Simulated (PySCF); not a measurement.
Delta-SCF ions had no search for a lower state. Excitations are Tamm–Dancoff values on a coarser integration grid. The basis has no diffuse functions, so Rydberg states are missing or too high.

C$_{2}$H$_{2}$O, SMILES `C1=CO1` (charge 0, multiplicity 1)

Level of theory: PBE-D3(BJ)/def2-TZVP // PBE0-D3(BJ)/def2-TZVP (PySCF).

```
Item                                                             Value
--------------------------------------  ------------------------------
HOMO                                                          -4.28 eV
dipole moment                                                   2.23 D
HOMO–LUMO gap                                                  2.83 eV
LUMO                                                          -1.45 eV
S1 excitation (TDA)                                            3.60 eV
S1 oscillator strength                                           0.028
T1 excitation (TDA)                                            2.22 eV
S1–T1 gap (TDA)                                                1.38 eV
vertical ionisation energy (Delta-SCF)                         8.52 eV
total energy                                              -152.3643 Ha
cost                                    around 40 core-seconds (rough)
```

```xyz
5

C     -0.6318    -0.1262    -0.0019
C      0.6277    -0.1450    -0.0012
O      0.0180     1.2040     0.0139
H     -1.6555    -0.4418    -0.0063
H      1.6416    -0.4910    -0.0045
```
